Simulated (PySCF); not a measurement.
Match the calculated data to a structure.

All candidates are C9H6N2.

| technique | computed result |
| --- | --- |
| Dipole | 6.56 D [CAM-B3LYP/def2-SVPD] |
| UV, strongest line | among the 6 lowest singlet transitions: S6 at 6.07 eV (204 nm, f = 0.374) [TDDFT CAM-B3LYP/def2-SVPD] |
| Rotational structure | rotational constants A, B, C: 2.285, 0.974, 0.683 GHz [PBE0-D3(BJ)/def2-SVP] |
| Polarisability | 118.9 au [CAM-B3LYP/def2-SVPD] |
| UV, first state | lowest singlet excitation: 4.01 eV (309 nm, f = 0.102) [TDDFT CAM-B3LYP/def2-SVPD] |

The electronic properties come from PySCF, for the isolated species, density fitting. Levels stand in brackets. Isolated species at its PBE0-D3(BJ)/def2-SVP geometry, gas phase.

Question: Which candidate is it?
A. `C=CCC#C/C(C#N)=C\C#N`
B. `N#Cc1ccn2ccccc12`
C. `C#Cc1cn2ccccc2n1`
D. `N#CCC1=C[C@H]2[C@@H]3[C@H]2[C@]13C#N`
E. `Cc1cccc(C#N)c1C#N`

Answer: B. It is `N#Cc1ccn2ccccc12`. Numbering: `[N:1]#[C:2][c:3]1[cH:4][cH:5][n:6]2[cH:7][cH:8][cH:9][cH:10][c:11]12`. Its formula, C9H6N2, gives 8 degrees of unsaturation: 2 rings and 6 π bonds in the structure found (Kekulé form). S1 is mainly HOMO→LUMO (weight 0.93); the largest Löwdin shares of the orbital it empties are 0.18 on the substituted aromatic carbon, 0.16 on an aromatic CH next to a ring nitrogen, 0.10 on an aromatic CH carbon and 0.09 on an aromatic CH next to a ring nitrogen, of the orbital it fills 0.18 on an aromatic CH carbon, 0.17 on an aromatic CH carbon, 0.16 on an aromatic CH next to a ring nitrogen and 0.11 on the pyrrole-type nitrogen. The optimised geometry has point group Cs and is an asymmetric top.

The others, at the same levels:
- `Cc1cccc(C#N)c1C#N` fails: its computed lowest singlet excitation is 4.84 eV (256 nm, f = 0.050) (against 4.01 eV), static isotropic polarisability is 113.1 au (against 118.9 au) and rotational constant A is 1.504 GHz (against 2.285 GHz).
- `C#Cc1cn2ccccc2n1` fails: its computed lowest singlet excitation is 4.36 eV (284 nm, f = 0.118) (against 4.01 eV), strongest line among the 6 lowest singlet transitions is S4 at 5.81 eV (213 nm, f = 0.840) (against S6 at 6.07 eV) and static isotropic polarisability is 124.1 au (against 118.9 au).
- `C=CCC#C/C(C#N)=C\C#N` fails: its computed lowest singlet excitation is 4.34 eV (286 nm, f = 0.003) (against 4.01 eV), strongest line among the 6 lowest singlet transitions is S2 at 4.47 eV (277 nm, f = 0.336) (against S6 at 6.07 eV) and static isotropic polarisability is 123.1 au (against 118.9 au).
- `N#CCC1=C[C@H]2[C@@H]3[C@H]2[C@]13C#N` fails: its computed lowest singlet excitation is 5.73 eV (216 nm, f = 0.060) (against 4.01 eV), static isotropic polarisability is 99.1 au (against 118.9 au) and rotational constant A is 1.884 GHz (against 2.285 GHz).

Each candidate is one conformer, not necessarily the lowest. Dipoles, sizes and rotational constants follow the conformer. The torsions of the flexible species, by atom-mapped SMILES:
- `[CH2:1]=[CH:2][CH2:3][C:4]#[C:5]/[C:6]([C:7]#[N:8])=[CH:9]\[C:10]#[N:11]`: C1–C2–C3–C4 123°

The conformers of `N#CCC1=C[C@H]2[C@@H]3[C@H]2[C@]13C#N` aren't listed.
